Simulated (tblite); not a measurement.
C4H2ClN3.
SMILES: `N#CC1=C(Cl)N=CN1`

Computed with GFN2-xTB (tblite): harmonic, unscaled wavenumbers at the GFN2-xTB geometry, gas phase. Errors from tens to a few hundred cm⁻¹ against measured bands are possible.

Harmonic wavenumbers (cm⁻¹): 109.1, 146.3, 243.3, 282.0, 443.3, 472.3, 557.9, 591.6, 614.2, 633.0, 653.6, 805.1, 913.8, 1032.7, 1104.3, 1165.5, 1268.5, 1338.9, 1372.1, 1449.6, 1510.3, 2365.3, 3181.3, 3457.8.

A = 2168, B = 1914, C = 1017 MHz; mass 126.994 u (most abundant isotopes); point group Cs, symmetry number 1.

**Question.** Zero-point energy?

**Answer.** Half the sum of the wavenumbers: 12856 cm⁻¹ = 36.76 kcal/mol.

**Question.** What is S at 273.15 K and 1 bar for an ideal gas of classical rigid rotors and harmonic oscillators?

**Answer.** Translation 40.02, rotation 28.46, vibration 12.18: S = 80.7 cal/(mol K).

**Question.** And Cp and H(273.15 K) − H(0)?

**Answer.** Cp = 24.06 cal/(mol K), of which vibrations give 16.11 (their classical limit is 24 R = 47.7); H(273.15 K) − H(0) = 4.16 kcal/mol without the zero-point energy, 1.99 from vibrations.

**Question.** Blend soft modes into free rotors: weight 1/[1 + (100 cm⁻¹/ν̃)⁴] for the oscillator and the rest for a rotor with moment μB/(μ + B), μ = h/(8π²ν), B = 10⁻⁴⁴ kg m². What vibrational entropy results?

**Answer.** 11.99 cal/(mol K) in place of 12.18, which changes −T·S at 273.15 K by +0.05 kcal/mol.

**Question.** What must be added to the electronic energy to get the Gibbs energy at 273.15 K and 1 bar?

**Answer.** ZPE + [H(273.15 K) − H(0)] − T·S = 36.76 + 4.16 − 22.03 = 18.89 kcal/mol.

**Question.** Which modes carry the vibrational entropy at 273.15 K?

**Answer.** 109.1 cm⁻¹: 3.12; 146.3 cm⁻¹: 2.55; 243.3 cm⁻¹: 1.62; 282.0 cm⁻¹: 1.37; 443.3 cm⁻¹: 0.70; 472.3 cm⁻¹: 0.62 cal/(mol K); the other 18 give 2.20 together.

**Question.** How do the functions run with temperature in this model?

**Answer.** 
| T (K) | S (cal/(mol K)) | Cp (cal/(mol K)) | H − H(0) (kcal/mol) | G − H(0) (kcal/mol) | ln q(vib) |
| --- | --- | --- | --- | --- | --- |
| 100 | 63.1 | 12.7 | 0.98 | -5.34 | 0.42 |
| 200 | 73.9 | 19.3 | 2.57 | -12.21 | 1.52 |
| 300 | 83.0 | 25.7 | 4.83 | -20.07 | 2.83 |
| 500 | 98.5 | 35.2 | 10.99 | -38.27 | 5.64 |
| 800 | 117.0 | 43.1 | 22.88 | -70.73 | 9.73 |
| 1000 | 127.0 | 46.2 | 31.83 | -95.15 | 12.23 |

q(vib) and H(0) count from the zero-point level.

Hindered rotation and anharmonicity are outside this model.
